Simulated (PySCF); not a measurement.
Compound: C₄H₇OS₂ (doublet state).
Z-matrix (Å and degrees, GFN2-xTB geometry), rows numbered from 1:
```
C 
C   1  1.2991
S   2  1.5836  1  169.06
S   3  2.3070  2  110.37  1   -32.94
C   4  1.8278  3   98.33  2     3.90
O   5  1.3812  4  114.56  3    66.09
C   6  1.4116  5  114.01  4    67.06
H   1  1.0786  2  122.28  3   173.94
H   1  1.0827  2  120.99  3    -7.59
H   5  1.0913  4  108.01  3   -53.35
H   5  1.0974  4  104.20  3  -170.48
H   7  1.0959  6  110.84  5    61.25
H   7  1.0948  6  110.77  5   -59.99
H   7  1.0873  6  106.46  5  -179.26
```

The hyperfine couplings belong to this conformer and change with its torsions.

The species is `C=[C]SSCOC` [radical].

Computed with UKS B3LYP, pcH-1 on C H O S, non-relativistic, mean-field spin-orbit, GIAO in PySCF. Geometry: GFN2-xTB, one conformer, isolated molecule. The geometry wasn't refined by DFT: couplings that depend on bond lengths, twists or pyramidal angles can differ widely from those at the functional's own minimum, by a factor of two or more for some ions and for spin on atoms past the first row. The SCF solution wasn't tested for stability.

Principal values of hyperfine tensors in MHz (contact, dipolar and spin–orbit terms together), for some of the nuclei:

```json
{"atom": "S3", "isotope": "33S", "A1": "66.21", "A2": "89.74", "A3": "145.81"}
{"atom": "H9", "isotope": "1H", "A1": "68.98", "A2": "72.22", "A3": "86.18"}
{"atom": "H8", "isotope": "1H", "A1": "50.71", "A2": "53.78", "A3": "68.99"}
{"atom": "C2", "isotope": "13C", "A1": "10.26", "A2": "19.26", "A3": "124.26"}
{"atom": "S4", "isotope": "33S", "A1": "-25.25", "A2": "-14.27", "A3": "101.84"}
{"atom": "H10", "isotope": "1H", "A1": "17.09", "A2": "20.23", "A3": "22.63"}
{"atom": "C1", "isotope": "13C", "A1": "-21.72", "A2": "-17.81", "A3": "18.84"}
{"atom": "C5", "isotope": "13C", "A1": "-6.85", "A2": "-6.14", "A3": "-4.02"}
```

Q: Give the isotropic coupling of each nucleus in MHz and in mT (g = 2.0087), and the anisotropic part.

A: a_iso is a third of the trace, T = A − a_iso, and a(mT) = a(MHz)/(g × 13.996). The tensors hold a spin–orbit part: the run splits a_iso into a_FC + a_SO, and T includes its anisotropic share.

```
atom  a_iso (MHz)    a_FC   a_SO  a_iso (mT)      T1      T2     T3
  S3       100.59  100.97  -0.39       3.578  -34.38  -10.85  45.22
  H9        75.79   75.80  -0.01       2.696   -6.81   -3.58  10.39
  H8        57.83   57.84  -0.01       2.057   -7.11   -4.05  11.16
  C2        51.26   51.26   0.00       1.823  -41.00  -32.00  73.00
  S4        20.77   19.77   1.00       0.739  -46.03  -35.04  81.07
 H10        19.99   19.96   0.02       0.711   -2.89    0.25   2.65
  C1        -6.90   -6.82  -0.08      -0.245  -14.82  -10.91  25.74
  C5        -5.67   -5.77   0.10      -0.202   -1.19   -0.47   1.65
```

Q: What spin density at the nucleus of C2 lies behind its contact coupling (g_N = 1.40482)?

A: a_FC = 800.24 MHz bohr³ × g_N × ρ(0)/(2S). With a_FC = 51.26 MHz and 2S = 1, ρ(0) = 0.0456 bohr⁻³.

Q: H11 (1H, g_N = 5.58569) isn't in the table. Its spin density at the nucleus is 0.004459 bohr⁻³. What is its contact coupling?

A: By the same relation, a_FC = 19.93 MHz. Its full tensor has the principal values 17.22, 19.25, 23.41 MHz.

Q: Name the largest traceless tensor T of the table and describe it.

A: S4: -46.0, -35.0, 81.1 MHz (the dipolar term alone has -44.7, -37.4, 82.1), rhombic: the two smaller values differ by 14 % of the largest.

Q: What first-order splitting does H8 cause when the field lies along A1, A2 or A3 of its tensor (g taken as isotropic, no quadrupole term)?

A: 2 lines (I = 1/2), spaced by |A_i|/(g × 13.996): 1.80, 1.91, 2.45 mT along the axes of A1, A2 and A3.
